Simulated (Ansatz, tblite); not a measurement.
Cost and result up the ladder for SiMe2(SiMe3)2 (C₈H₂₄Si₃) (35 atoms). Total charge 0; singlet. Geometry: PBE-D4/def2-SVP.

```xyz
35

Si    0.792   -0.616   -0.020
C     2.211   -0.535   -1.299
H     2.052    0.293   -2.019
H     2.282   -1.480   -1.878
H     3.188   -0.369   -0.798
C     1.134   -2.051    1.195
H     1.197   -3.020    0.657
H     0.327   -2.134    1.952
H     2.091   -1.897    1.735
Si   -1.240   -0.987   -1.161
C    -2.720   -0.631   -0.019
C    -1.331    0.159   -2.676
C    -1.335   -2.796   -1.746
H    -3.678   -0.855   -0.534
H    -2.742    0.436    0.286
H    -2.678   -1.246    0.903
H    -1.263    1.226   -2.381
H    -0.502   -0.050   -3.383
H    -2.287    0.016   -3.223
H    -0.490   -3.044   -2.421
H    -1.301   -3.498   -0.888
H    -2.279   -2.983   -2.301
Si    0.689    1.411    1.181
C    -0.025    2.794    0.085
C    -0.423    1.188    2.708
C     2.431    1.917    1.755
H    -0.030    3.764    0.626
H    -1.068    2.568   -0.216
H     0.574    2.925   -0.840
H    -1.450    0.885    2.420
H    -0.017    0.409    3.385
H    -0.495    2.134    3.285
H     2.879    1.139    2.408
H     3.111    2.066    0.892
H     2.398    2.866    2.332
```

Ansatz on 4 threads of AMD EPYC 9B45 on a shared host; xTB runs through tblite on one thread. Times are rough, summed over both states, and most runs start from the orbitals of an earlier one. PBE0-D4/def2-SVP serves as the yardstick here, not as an exact answer. The other state is a triplet.

The xTB rows come from tblite.

xTB has no spin-polarisation term.

```csv
level,functions,wall time,vertical triplet (eV),difference from PBE0-D4/def2-SVP (eV)
GFN1-xTB,107,0.071 s,3.98,-1.42
GFN2-xTB,83,0.13 s,4.05,-1.34
PBE-D4/def2-SVP,286,14 s,5.07,-0.33
PBE0-D4/def2-SVP,286,19 s,5.40,0.00
```
